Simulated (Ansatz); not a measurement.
The same path of ClF₃H₂HfO (8 atoms, charge 0, multiplicity 1) was run 3 times with different band settings.

Computed with Ansatz 0.2.0, RKS r2SCANh-D4/def2-SVP.

Relaxed end points:

```xyz
8
Properties=species:S:1:pos:R:3
Hf -0.027 0.054 0.104
Cl 0.383 0.085 2.461
F 1.761 -0.107 -0.534
F -0.533 1.733 -0.642
F -0.771 -1.484 -0.784
O -2.228 -0.097 0.873
H -2.750 -0.836 0.532
H -2.448 0.022 1.806
```

```xyz
8
Properties=species:S:1:pos:R:3
Hf -0.130 0.207 0.046
Cl 0.065 0.923 2.356
F 1.496 -0.758 -0.152
F 0.028 1.884 -0.832
F -1.209 -0.725 -1.265
O -1.986 -0.597 1.069
H -2.669 -1.088 0.594
H -2.208 -0.476 2.002
```

Common settings: spring 5.0 eV/Å²; optimiser quadratic models (default); start path through a guess of the saddle point; force threshold 0.05 eV/Å; end points relaxed.

| run | movable images | climbing image | iteration limit |
| --- | --- | --- | --- |
| 1 | 7 | yes | 31 |
| 2 | 6 | no | 34 |
| 3 | 3 | yes | 60 |

**Question.** What does each run give, and how far can it be trusted?

**Answer.** Run 1: converged after 13 iterations, highest image 0.107 eV above the first end. The highest image is an end point: on this band no image between the ends rises above it.
Run 2: converged after 11 iterations, highest image 0.107 eV above the first end. The highest image is an end point: on this band no image between the ends rises above it.
Run 3: converged after 13 iterations, highest image 0.107 eV above the first end. The highest image is an end point: on this band no image between the ends rises above it. So few images can step over the top or miss a turn of the path.
